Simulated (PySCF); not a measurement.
## UHF on Ir³⁺ (iridium, charge +3)

Configuration: [Xe] 4f14 5d6, high-spin 5D determinant. Computed with PySCF 2.14 in aug-cc-pVDZ-PP with ECP60MDF (5s5p4d2f, 54 functions), with scalar relativity through the core potential.

```
Total energy                                                  : -101.753145 hartree
One-electron energy                                           : -161.4375 hartree
Hartree (Coulomb) energy                                      : 68.6946 hartree
Exchange energy                                               : -9.0102 hartree
⟨S²⟩                                                          : 6.0027
⟨L²⟩                                                          : 6.030
Sum of ⟨r⟩                                                    : 18.26 bohr
Sum of ⟨r²⟩                                                   : 27.45 bohr²
Traceless quadrupole moment −½Σ⟨3z² − r²⟩ along its main axis : 0.691 e·bohr²
```

```csv
shell,electrons,mean orbital energy (hartree),spread (hartree),"rms radius, mean of both spins (bohr)"
5s α,1,-5.48484,0,1.06
5s β,1,-5.25283,0,1.06
5p α,3,-3.76221,0.05934,1.21
5p β,3,-3.44295,0.03803,1.21
5d α,5,-1.64492,0.07060,1.65
5d β,1,-1.49104,0,1.65
```

Energies and moments cover only the electrons outside the core potential. Spin-orbit coupling, absent here, splits the open shell strongly.
